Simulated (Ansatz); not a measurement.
Spectroscopic constants of CuS, multiplicity 2 (the spin of the measured ground state). No spin–orbit coupling. Cu is treated without relativity.

D_e counts from the fitted minimum to each atom's lowest state at the same level, without counterpoise.

The values were computed with Ansatz (Gaussian orbitals). 

PBE/def2-TZVPP gives 296.7 kJ/mol for the bond energy D_e.

Q: Predict the shift from PBE, with its sign, for: r2SCAN/def2-TZVPP, PBE0/def2-TZVPP, wB97M-V/def2-TZVPP.

A: r2SCAN/def2-TZVPP -0.7; PBE0/def2-TZVPP -30.4; wB97M-V/def2-TZVPP -17.3 kJ/mol. 0 of 3 lie above PBE; the widest gap is to PBE0/def2-TZVPP.

Ansatz is a program for electronic structure.
